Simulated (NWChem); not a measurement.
borazine (B3N3H6); SMILES B1NBNBN1

Give the equilibrium geometry at PBE0/def2-SVP (NWChem) as a list of bonds and angles, with the point group.

point group D3h; any orientation.
Bonds (Å): B1–N2 1.427, B1–N6 1.427, B1–H7 1.210, N2–B3 1.427, N2–H8 1.011, B3–N4 1.427, B3–H9 1.210, N4–B5 1.427, N4–H10 1.011, B5–N6 1.427, B5–H11 1.210, N6–H12 1.011. Bond angles (°): N2–B1–N6 117.3, N2–B1–H7 121.3, N6–B1–H7 121.3, B1–N2–B3 122.7, B1–N2–H8 118.7, B3–N2–H8 118.7, N2–B3–N4 117.3, N2–B3–H9 121.3, N4–B3–H9 121.3, B3–N4–B5 122.7, B3–N4–H10 118.7, B5–N4–H10 118.7, N4–B5–N6 117.3, N4–B5–H11 121.3, N6–B5–H11 121.3, B1–N6–B5 122.7, B1–N6–H12 118.7, B5–N6–H12 118.7.
